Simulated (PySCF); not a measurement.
Compound: C3H7O4P.
Structure used (PBE0-D3(BJ)/def2-SVP), in Å, numbered top down from 1:
```xyz
15
C3H7O4P angstrom
C      2.740    0.144    0.152
O      1.381    0.170    0.567
P      0.199    0.340   -0.499
O      0.627    0.802   -1.826
O     -0.880    1.201    0.351
C     -2.077    0.472    0.566
C     -1.673   -1.000    0.495
O     -0.640   -1.052   -0.474
H      2.865    0.681   -0.799
H      3.077   -0.897    0.029
H      3.335    0.628    0.938
H     -2.809    0.727   -0.219
H     -2.492    0.749    1.545
H     -1.289   -1.357    1.466
H     -2.497   -1.651    0.172
```

Level: PBE0/pcSseg-1 and PBE0/def2-SVPD in PySCF, non-relativistic, on one gas-phase PBE0-D3(BJ)/def2-SVP geometry that isn't relaxed in the solvent. The solvent is an IEF-PCM continuum (Bondi radii, 1.10 Å for H, scaled by 1.2). Only the electrostatic response of the medium enters.

Gas phase at PBE0/pcSseg-1: HOMO -8.32 eV, LUMO 1.08 eV, dipole 3.81 D.

Problem. What does the continuum do to the energy, the frontier levels and the dipole at PBE0/pcSseg-1 in benzene and tetrahydrofuran?

Solution. 
| solvent | ε | E(solvent) − E(gas) (kcal/mol) | polarisation term (kcal/mol) | distortion of the solute (kcal/mol) | HOMO (eV) | LUMO (eV) | dipole (D) |
| --- | --- | --- | --- | --- | --- | --- | --- |
| benzene | 2.271 | -4.79 | -5.12 | 0.33 | -8.34 | 1.09 | 4.26 |
| tetrahydrofuran | 7.426 | -8.59 | -9.67 | 1.08 | -8.36 | 1.07 | 4.64 |

The polarisation term is half the interaction of the solute with the surface charges that it induces; the rest is the cost of distorting the solute's density. The sum is the electrostatic part of solvation alone. From benzene to tetrahydrofuran the lowering changes by a factor 1.79, Onsager's factor (ε − 1)/(2ε + 1) by 1.77 and ε itself by 3.3.

Problem. Which radius a makes the point-dipole formula ΔE = −[(ε − 1)/(2ε + 1)]·μ²/a³ give the value in tetrahydrofuran, with the gas-phase dipole?

Solution. μ = 1.499 au and |ΔE| = 0.01369 Eh give a = 2.14 Å; the farthest nucleus lies 3.49 Å from the centroid of the nuclei, so such a sphere wouldn't even hold the nuclei. The formula assumes a rigid point dipole at the centre of a sphere.

Problem. Give the dipole vector in the frame of the coordinates (D, pointing from negative to positive charge), gas and tetrahydrofuran.

Solution. Gas (-1.41, -1.58, 3.17), solvent (-1.80, -1.92, 3.82). Its length changes by +22 % and its direction by 1°.

Problem. Which Hirshfeld charges (PBE0/pcSseg-1) respond most in benzene (means over atoms taken as equivalent)?

Solution. 
```tsv
atoms	environment	gas (e)	solvent (e)	change
O4	phosphoryl oxygen	-0.375	-0.394	-0.019
O5/O8	oxygen bonded to C and P	-0.180	-0.185	-0.005
H13/H14	methylene hydrogen	+0.054	+0.058	+0.004
H12/H15	methylene hydrogen	+0.056	+0.061	+0.005
C6/C7	sp3 carbon bound to oxygen	+0.009	+0.011	+0.002
H9/H10/H11	methyl hydrogen	+0.050	+0.053	+0.003
O2	oxygen bonded to C and P	-0.175	-0.176	-0.001
P3	phosphoryl phosphorus	+0.549	+0.548	-0.001
C1	methoxy carbon	-0.027	-0.026	+0.001
```

Problem. Which Mayer bond orders change most in benzene?

Solution. 
| bond | length (Å) | gas | solvent | change |
| --- | --- | --- | --- | --- |
| P3–O4 | 1.470 | 1.930 | 1.903 | -0.027 |
| O5–C6 | 1.419 | 0.866 | 0.853 | -0.013 |
| C7–O8 | 1.417 | 0.874 | 0.862 | -0.012 |
| P3–O5 | 1.621 | 0.979 | 0.988 | +0.009 |
| O8–P3 | 1.625 | 0.972 | 0.981 | +0.009 |
| C1–O2 | 1.421 | 0.851 | 0.843 | -0.008 |
| O2–P3 | 1.601 | 1.043 | 1.050 | +0.007 |
| C6–C7 | 1.528 | 1.038 | 1.040 | +0.002 |

Problem. How do the nuclear quadrupole coupling constants eQVzz/h respond in benzene?

Solution. 
```tsv
nucleus	Q (barn)	gas (MHz)	solvent (MHz)	η gas	η solvent
17O at O2	-0.0256	-10.63	-10.52	0.60	0.62
17O at O4	-0.0256	-5.11	-5.10	0.27	0.26
17O at O5	-0.0256	-10.45	-10.32	0.77	0.77
17O at O8	-0.0256	-10.30	-10.18	0.78	0.79
```

Gas phase at PBE0/def2-SVPD: HOMO -8.44 eV, LUMO 0.35 eV, dipole 3.89 D.

Problem. What does the continuum do to the energy, the frontier levels and the dipole at PBE0/def2-SVPD in benzene?

Solution. 
```json
{"solvent": "benzene", "ε": "2.271", "E(solvent) − E(gas) (kcal/mol)": "-4.48", "polarisation term (kcal/mol)": "-4.85", "distortion of the solute (kcal/mol)": "0.37", "HOMO (eV)": "-8.44", "LUMO (eV)": "0.35", "dipole (D)": "4.39"}
```

Problem. How does the static polarisability (PBE0/def2-SVPD, frozen core, with the continuum's full static response) change?

Solution. 
```csv
medium,isotropic (au),principal values (au),⟨r²⟩ of the electrons (bohr²)
gas,68.4,"59.1, 63.9, 82.3",1016.2
benzene,76.3,"66.6, 72.0, 90.4",1015.3
```

The isotropic value in benzene is 1.12 times the gas-phase one; no cavity-field correction is applied. ⟨r²⟩ is taken about the centre of nuclear charge.
